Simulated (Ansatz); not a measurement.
Z-matrix (Å, degrees):
```
C
O 1 1.358
Al 1 1.980 2 117.8
N 1 1.267 2 126.4 3 -180.0
H 2 0.969 1 109.9 3 180.0
S 3 2.177 1 117.1 2 -0.1
H 3 1.571 1 122.5 2 179.9
H 4 1.027 1 114.0 2 -0.0
H 6 1.346 3 91.9 1 0.0
```

Total charge 0; spin multiplicity 1.

Problem. List the PBE/def2-TZVPP orbital energies in eV (the Gaussian-basis code of Ansatz). (An estimate is asked.)

Solution. The calculation gave: Occupied: -2395.65, -1507.04, -511.60, -380.25, -271.11, -208.63, -154.77, -154.65, -154.59, -107.30, -69.40, -69.21, -69.14, -27.13, -22.20, -17.90, -15.86, -13.42, -11.23, -10.45, -10.31, -9.33, -7.74, -7.58, -7.06, -6.63, -6.41. Lowest empty: -2.38, -0.61, -0.41, -0.32, -0.03, 0.85, 1.22, 2.39.
